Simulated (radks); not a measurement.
The nuclear charge of the lutetium ion Lu+ is varied continuously with 70 electrons held in [Xe] 4f14 6s2. Calculated with a radial shooting solver on a logarithmic mesh with Libxc functionals: scalar-relativistic Kohn-Sham, PBE, spin-unpolarised, spherical densities, finite nucleus; Fermi nuclear charge, rms radius 5.37 fm. By the Hellmann-Feynman theorem dE/dZ = E(electron-nucleus)/Z, the electronic potential at the nucleus (averaged over a nucleus of fixed radius). The scalar-relativistic energy here is not variational (the density holds large components alone), so the two differ by a part that grows with Z.

[
 {"Z": "70.5", "E (hartree)": "-14308.3328", "E(electron-nucleus)/Z (hartree)": "-499.673", "HOMO": "6s", "e(HOMO) (eV)": "-7.242", "<r> HOMO (bohr)": "3.546"},
 {"Z": "70.6", "E (hartree)": "-14358.7040", "E(electron-nucleus)/Z (hartree)": "-500.743", "HOMO": "6s", "e(HOMO) (eV)": "-7.968", "<r> HOMO (bohr)": "3.483"},
 {"Z": "70.7", "E (hartree)": "-14409.1841", "E(electron-nucleus)/Z (hartree)": "-501.813", "HOMO": "6s", "e(HOMO) (eV)": "-8.712", "<r> HOMO (bohr)": "3.424"},
 {"Z": "70.8", "E (hartree)": "-14459.7730", "E(electron-nucleus)/Z (hartree)": "-502.883", "HOMO": "6s", "e(HOMO) (eV)": "-9.474", "<r> HOMO (bohr)": "3.369"},
 {"Z": "70.9", "E (hartree)": "-14510.4708", "E(electron-nucleus)/Z (hartree)": "-503.953", "HOMO": "6s", "e(HOMO) (eV)": "-10.253", "<r> HOMO (bohr)": "3.316"},
 {"Z": "71", "E (hartree)": "-14561.2775", "E(electron-nucleus)/Z (hartree)": "-505.023", "HOMO": "6s", "e(HOMO) (eV)": "-11.049", "<r> HOMO (bohr)": "3.265"},
 {"Z": "71.1", "E (hartree)": "-14612.1931", "E(electron-nucleus)/Z (hartree)": "-506.093", "HOMO": "6s", "e(HOMO) (eV)": "-11.861", "<r> HOMO (bohr)": "3.218"},
 {"Z": "71.2", "E (hartree)": "-14663.2176", "E(electron-nucleus)/Z (hartree)": "-507.163", "HOMO": "6s", "e(HOMO) (eV)": "-12.690", "<r> HOMO (bohr)": "3.172"},
 {"Z": "71.3", "E (hartree)": "-14714.3510", "E(electron-nucleus)/Z (hartree)": "-508.234", "HOMO": "6s", "e(HOMO) (eV)": "-13.534", "<r> HOMO (bohr)": "3.128"},
 {"Z": "71.4", "E (hartree)": "-14765.5935", "E(electron-nucleus)/Z (hartree)": "-509.305", "HOMO": "6s", "e(HOMO) (eV)": "-14.393", "<r> HOMO (bohr)": "3.087"},
 {"Z": "71.5", "E (hartree)": "-14816.9450", "E(electron-nucleus)/Z (hartree)": "-510.376", "HOMO": "6s", "e(HOMO) (eV)": "-15.268", "<r> HOMO (bohr)": "3.047"},
 {"Z": "71.6", "E (hartree)": "-14868.4055", "E(electron-nucleus)/Z (hartree)": "-511.447", "HOMO": "6s", "e(HOMO) (eV)": "-16.157", "<r> HOMO (bohr)": "3.008"},
 {"Z": "71.7", "E (hartree)": "-14919.9751", "E(electron-nucleus)/Z (hartree)": "-512.519", "HOMO": "6s", "e(HOMO) (eV)": "-17.061", "<r> HOMO (bohr)": "2.971"},
 {"Z": "71.8", "E (hartree)": "-14971.6539", "E(electron-nucleus)/Z (hartree)": "-513.591", "HOMO": "6s", "e(HOMO) (eV)": "-17.979", "<r> HOMO (bohr)": "2.936"},
 {"Z": "71.9", "E (hartree)": "-15023.4419", "E(electron-nucleus)/Z (hartree)": "-514.664", "HOMO": "6s", "e(HOMO) (eV)": "-18.912", "<r> HOMO (bohr)": "2.901"},
 {"Z": "72", "E (hartree)": "-15075.3392", "E(electron-nucleus)/Z (hartree)": "-515.737", "HOMO": "6s", "e(HOMO) (eV)": "-19.858", "<r> HOMO (bohr)": "2.868"}
]

The central difference of E at Z = 71 is -508.611 hartree, to compare with the third column; the second derivative is -10.9 hartree.
